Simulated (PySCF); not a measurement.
C3H5O, SMILES O=[C]CC, multiplicity 2.

Coordinates come from a PBE-D3(BJ)/def2-SVP optimisation. The isomer is the one that the SMILES or the coordinates give; other isomers of the formula were not compared. One conformer was computed; it need not be the lowest.

Method: PBE-D3(BJ)/def2-SVP in PySCF.

No scaling factor is applied to the harmonic values.

Computed vibrational spectrum:
| mode | ν (cm⁻¹) | IR (km/mol) | moving atoms (share of kinetic energy) |
|---|---|---|---|
| 1 | 71 | 0.3 | C 59 %, O 31 %, H 10 % |
| 2 | 219 | 0.6 | H 86 %, C 11 % |
| 3 | 304 | 2.5 | C 61 %, H 25 %, O 15 % |
| 4 | 485 | 7.5 | C 47 %, O 36 %, H 18 % |
| 5 | 697 | 3.3 | H 73 %, C 24 % |
| 6 | 818 | 9.5 | C 60 %, H 36 % |
| 7 | 954 | 4.4 | H 82 %, C 17 % |
| 8 | 1005 | 5.8 | C 50 %, H 50 % |
| 9 | 1065 | 1.5 | C 62 %, H 38 % |
| 10 | 1199 | 1.1 | H 79 %, C 21 % |
| 11 | 1249 | 3.8 | H 64 %, C 36 % |
| 12 | 1345 | 4.1 | H 84 %, C 16 % |
| 13 | 1360 | 4.4 | H 86 %, C 14 % |
| 14 | 1418 | 8.7 | H 97 % |
| 15 | 1426 | 6.3 | H 96 % |
| 16 | 1895 | 134.4 | C 60 %, O 40 % |
| 17 | 2942 | 14.7 | H 95 % |
| 18 | 2984 | 17.9 | H 97 % |
| 19 | 3000 | 6.8 | H 91 %, C 9 % |
| 20 | 3074 | 12.4 | H 91 %, C 9 % |
| 21 | 3080 | 10.4 | H 91 %, C 9 % |
